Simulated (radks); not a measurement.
Species: the scandium ion Sc+. Configuration: [Ar] 3d1 4s1. Method: non-relativistic Kohn-Sham, PBEsol, spin-polarised, spherical densities, point nucleus; open shells are filled with parallel spins first; hard spherical wall at 8 bohr; computed with a radial shooting solver on a logarithmic mesh with Libxc functionals.

Unscreened Slater integrals over Kohn-Sham orbitals (eV). They are taken over the spin-up orbitals.

integral     value
F0(4s,4s)   7.4954
F0(4s,3d)   9.0448
G2(4s,3d)   1.7269
F0(4s,3p)   9.4990
G1(4s,3p)  0.66635
F0(4s,3s)   9.5685
G0(4s,3s)  0.46059
F0(3d,3d)   14.980
F2(3d,3d)   6.7173
F4(3d,3d)   4.1386
F0(3d,3p)   17.414
F2(3d,3p)   7.9395
G1(3d,3p)   9.8807
G3(3d,3p)   5.8784
F0(3d,3s)   17.925
G2(3d,3s)   7.3352
F0(3p,3p)   21.005
F2(3p,3p)   10.522
F0(3p,3s)   21.777
G1(3p,3s)   14.456
F0(3s,3s)   22.641

Derived for the open shells (J is the average intra-shell exchange parameter used in DFT+U). 3d: Racah B = F2/49 - 5 F4/441 = 0.09016 eV, C = 35 F4/441 = 0.3285 eV, C/B = 3.64, F4/F2 = 0.616, J = (F2 + F4)/14 = 0.7754 eV.
